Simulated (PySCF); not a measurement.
## Electron correlation in Co (cobalt, neutral)

Starting occupation: [Ar] 3d7 4s2, 3d3/2 with m_j = +1/2, +3/2, 3d5/2 with m_j = -3/2, -1/2, +1/2, +3/2, +5/2. All numbers are calculated (PySCF 2.14, X2C-1e with screened-nucleus spin-orbit coupling, Gaussian nucleus, in x2c-TZVPall-2c with one added diffuse shell each of s, p, d type (7s8p5d1f, 63 functions)). Frozen: [Ne]; 17 electrons correlated; the 6 highest virtual spinors left out.

MP2 pair energies summed by pair of shells (mhartree):

| pair | energy | share (%) |
| --- | --- | --- |
| 3d-3p | -166.90 | 34.1 |
| 3d-3d | -153.28 | 31.3 |
| 3p-3p | -56.80 | 11.6 |
| 3d-3s | -27.56 | 5.6 |
| 3d-4s | -26.91 | 5.5 |
| 3p-3s | -22.11 | 4.5 |
| 4s-4s | -21.71 | 4.4 |
| 3p-4s | -10.65 | 2.2 |
| 3s-3s | -3.12 | 0.6 |
| 3s-4s | -0.75 | 0.2 |

Total MP2 correlation energy: -489.78 mhartree.

The GHF reference relaxed away from the jj start to a determinant that is no pure jj level (⟨S²⟩ = 3.76, ⟨J²⟩ = 24.76); the energies belong to that determinant.

This basis was not built for core-valence correlation, so the inner-shell part is incomplete.
